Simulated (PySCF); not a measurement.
CH5FO2Si2, SMILES OC([Si@@H](F)[SiH3])=O.

Geometry optimised at ωB97X-D3(BJ)/def2-SVP. The structure was generated by enumeration; whether it is a known compound was not checked. Other conformers were not sampled.

All values below come from TDA-PBE/def2-SVPD run with PySCF.

Vertical excitations. The molecule is in vacuum.

```
state  energy (eV)  λ (nm)      f                                              main pairs
-----  -----------  ------  -----  ------------------------------------------------------
S1            4.82     257  0.010                                          HOMO→LUMO 98 %
S2            5.47     226  0.012                      HOMO→LUMO+1 65 %, HOMO−1→LUMO 33 %
S3            5.60     221  0.035                      HOMO−1→LUMO 60 %, HOMO→LUMO+1 31 %
S4            5.98     207  0.020                                        HOMO→LUMO+2 94 %
S5            6.30     197  0.128                                        HOMO→LUMO+3 95 %
S6            6.47     192  0.043                    HOMO−1→LUMO+1 70 %, HOMO−3→LUMO 19 %
S7            6.52     190  0.021                    HOMO−3→LUMO 72 %, HOMO−1→LUMO+1 20 %
S8            6.61     188  0.005                                        HOMO−4→LUMO 97 %
S9            6.74     184  0.014                                        HOMO→LUMO+4 94 %
S10           6.87     180  0.005  HOMO→LUMO+5 50 %, HOMO−2→LUMO+1 26 %, HOMO−2→LUMO 14 %
T1            4.14     299      0                                          HOMO→LUMO 99 %
T2            5.08     244      0                                        HOMO−1→LUMO 91 %
T3            5.18     240      0                                        HOMO→LUMO+1 94 %
T4            5.56     223      0                                        HOMO−2→LUMO 88 %
```
Triplets are in the Tamm–Dancoff approximation.
